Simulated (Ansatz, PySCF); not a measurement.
The pair A = BCl3 (SMILES ClB(Cl)Cl) (first 4 atoms), B = C2H6O (SMILES COC); geometry from B3LYP-D3(BJ)/def2-TZVP.
(charge 0, multiplicity 1):
```csv
atom,x (Å),y (Å),z (Å)
Cl,0.6805,-1.5124,0.8971
B,-0.1045,0.0906,1.3321
Cl,0.8459,1.5414,0.7679
Cl,-1.8636,0.1896,0.8607
C,-0.9188,-0.8073,3.6673
O,-0.0792,0.1516,2.9617
C,1.2284,0.2653,3.5940
H,-0.9837,-0.4744,4.6998
H,-0.4693,-1.7961,3.5942
H,-1.8899,-0.7875,3.1904
H,1.0576,0.5439,4.6305
H,1.7678,1.0408,3.0664
H,1.7455,-0.6897,3.5174
```

Correlated levels freeze the cores. Rows in 6-31G* carry no dispersion term and start afresh at each structure (6-31G* with six Cartesian d functions).

Programs: Ansatz (an electronic-structure program); PySCF for 6-31G* rows. 

Total energies (hartree), monomers frozen at their geometry in the pair:

```
structure               B3LYP/6-31G*  B3LYP/def2-TZVPPD  CCSD(T)/aug-cc-pV(D+d)Z
---------------------  -------------  -----------------  -----------------------
AB                     -1560.6012034      -1560.7724997            -1558.5935941
A in the pair's basis  -1405.5281303      -1405.6310872            -1403.8962766
B in the pair's basis   -155.0252894       -155.0939856             -154.6455201
A                      -1405.5259653      -1405.6304676            -1403.8873040
B                       -155.0204523       -155.0938149             -154.6419109
```

Problem. Work out the interaction energy without and with the counterpoise correction, and the superposition error, for each level.

Solution. 
E(AB) − E(A) − E(B), times 627.509 kcal/mol, with the monomers in their own basis and then in the pair's basis:
- B3LYP/6-31G*: -34.38 uncorrected, -29.98 corrected; the monomers gain 4.39 kcal/mol from borrowed functions
- B3LYP/def2-TZVPPD: -30.26 uncorrected, -29.76 corrected; the monomers gain 0.50 kcal/mol from borrowed functions
- CCSD(T)/aug-cc-pV(D+d)Z: -40.40 uncorrected, -32.50 corrected; the monomers gain 7.90 kcal/mol from borrowed functions
